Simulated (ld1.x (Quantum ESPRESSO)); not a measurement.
# Building the RRKJ potential for N (Z = 7) (Wu–Cohen, scalar-relativistic).

N, norm-conserving RRKJ (Kleinman–Bylander form), made with ld1.x (Quantum ESPRESSO) 7.5 (Wu–Cohen, scalar-relativistic). Core [He], reference 2s2 2p3. Waves: 2p (bound): rc 2.55 bohr; 2s (bound): rc 0.80 bohr. Local part: the s channel. Core correction: none. rho0 = 0.001.

Results:

| Property | Result |
| --- | --- |
| Cutoffs needed | 55 Ry and 140 Ry (the cutoffs (Ry, on a coarse ladder) from which the occupation-weighted sum of valence levels, in a spherical-Bessel basis at the reference potential, stays within 10 and 1 mRy of its value at 400 Ry) |
| Ghost test | no extra level below or beside the all-electron valence levels (p, s, d, f tested) (spherical-Bessel basis up to 400 Ry, 20 bohr box) |
| Largest excitation error | +4727 meV (all-electron minus pseudo) for 2s2 2p0, out of 7 test configurations |

Generation and tests took about 0.55 s on one core of a shared server CPU.
